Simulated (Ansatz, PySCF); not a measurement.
3-ethynylfuran (C₆H₄O), SMILES C#Cc1ccoc1. Atoms are numbered in the order given.

```xyz
11

C      0.0014     2.9746     0.0000
C     -0.0030     1.7615     0.0000
C      0.0073     0.3419     0.0000
C      1.1560    -0.5274     0.0000
C      0.6631    -1.7940     0.0000
O     -0.6874    -1.7760     0.0000
C     -1.0813    -0.4945     0.0000
H      0.0024     4.0487     0.0000
H      2.1996    -0.2236     0.0000
H      1.1299    -2.7753     0.0000
H     -2.1511    -0.3049     0.0000
```
Charge 0, spin multiplicity 1.

Coordinates come from a PBE0-D3(BJ)/def2-SVP optimisation.

Two levels are set side by side: PBE-D3(BJ)/def2-SVP (Ansatz, an electronic-structure program) and PBE0-D3(BJ)/def2-SVP (Ansatz). Each level has its own optimised geometry; the coordinates shown are those of the second. Frequencies come from the Hessian of PySCF at each geometry. Differences are taken from unrounded values.

```
quantity                            PBE0-D3(BJ)  PBE-D3(BJ)  PBE-D3(BJ) minus PBE0-D3(BJ)
----------------------------------  -----------  ----------  ----------------------------
mean bond length (Å)                      1.257       1.267                         0.010
bond C1–C2 (Å)                            1.213       1.226                         0.013
bond C2–C3 (Å)                            1.420       1.420                         0.001
bond C3–C4 (Å)                            1.441       1.449                         0.009
bond C3–C7 (Å)                            1.373       1.387                         0.014
bond C4–C5 (Å)                            1.359       1.370                         0.011
bond C5–O6 (Å)                            1.351       1.367                         0.016
bond O6–C7 (Å)                            1.341       1.356                         0.015
bond C1–H8 (Å)                            1.074       1.081                         0.007
bond C4–H9 (Å)                            1.087       1.095                         0.008
bond C5–H10 (Å)                           1.087       1.094                         0.008
bond C7–H11 (Å)                           1.086       1.094                         0.008
highest harmonic wavenumber (cm⁻¹)         3491        3409                           -82
mean harmonic wavenumber (cm⁻¹)            1306        1256                           -50
zero-point energy (kcal/mol)              50.40       48.47                         -1.92
```

GGA bonds tend to be longer and softer than those of functionals with exact exchange. Differences between two approximate levels are no errors against the true value.
